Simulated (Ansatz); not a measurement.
`[SiH3]CBC=S`, relaxed with RKS PBE-D4/def2-SVP in the Gaussian-basis code of Ansatz from a rough embedded geometry. The force threshold is 0.03 eV/Å; the program also tests the step.

Total charge 0; spin multiplicity 1.

Start:

```xyz
12

Si    1.543    0.662    0.077
C     0.268   -0.347    0.872
B    -1.166    0.031    0.266
C    -1.732   -0.562   -1.070
S    -0.941   -1.362   -1.951
H     2.910    0.337    0.609
H     1.609    0.350   -1.394
H     1.299    2.057    0.236
H     0.511   -1.438    0.768
H     0.302   -0.117    1.978
H    -1.903    0.624    0.997
H    -2.699   -0.234   -1.389
```

| step | energy (eV) | largest force (eV/Å) | largest move (Å) |
| --- | --- | --- | --- |
| 1 | -21553.8514 | 13.920 | 0.000 |
| 2 | -21554.9346 | 4.324 | 0.193 |
| 3 | -21555.4330 | 1.716 | 0.194 |
| 4 | -21555.5344 | 0.498 | 0.200 |
| 5 | -21555.5458 | 0.270 | 0.032 |
| 6 | -21555.5569 | 0.066 | 0.109 |
| 7 | -21555.5681 | 0.200 | 0.179 |
| 8 | -21555.5743 | 0.484 | 0.197 |
| 9 | -21555.6094 | 0.211 | 0.200 |
| 10 | -21555.6318 | 0.108 | 0.200 |
| 11 | -21555.6413 | 0.584 | 0.194 |
| 12 | -21555.6459 | 0.622 | 0.152 |
| 13 | -21555.6781 | 0.336 | 0.200 |
| 14 | -21555.6965 | 0.166 | 0.106 |
| 15 | -21555.7189 | 0.397 | 0.195 |
| 16 | -21555.7315 | 0.670 | 0.173 |
| 17 | -21555.7419 | 0.230 | 0.193 |
| 18 (rejected) | -21555.7367 | 0.365 | 0.159 |
| 19 | -21555.7570 | 0.089 | 0.077 |
| 20 | -21555.7589 | 0.089 | 0.054 |
| 21 | -21555.7609 | 0.095 | 0.064 |
| 22 | -21555.7627 | 0.065 | 0.041 |
| 23 | -21555.7635 | 0.068 | 0.024 |
| 24 | -21555.7640 | 0.063 | 0.025 |
| 25 | -21555.7642 | 0.038 | 0.014 |
| 26 | -21555.7642 | 0.014 | 0.004 |

End:

```xyz
12

Si    1.632    0.534    0.064
C     0.162   -0.335    0.906
B    -1.190    0.084    0.220
C    -1.838   -0.724   -0.923
S    -1.155    0.037   -2.213
H     2.883    0.298    0.875
H     1.859   -0.021   -1.314
H     1.395    2.015   -0.028
H     0.368   -1.426    0.885
H     0.175    0.017    1.960
H    -1.758    1.106    0.574
H    -2.532   -1.584   -1.006
```

Hardware: 4 threads of an Intel Xeon 6975P-C on a shared host. Wall time 20 s, peak host memory 0.18 GiB.
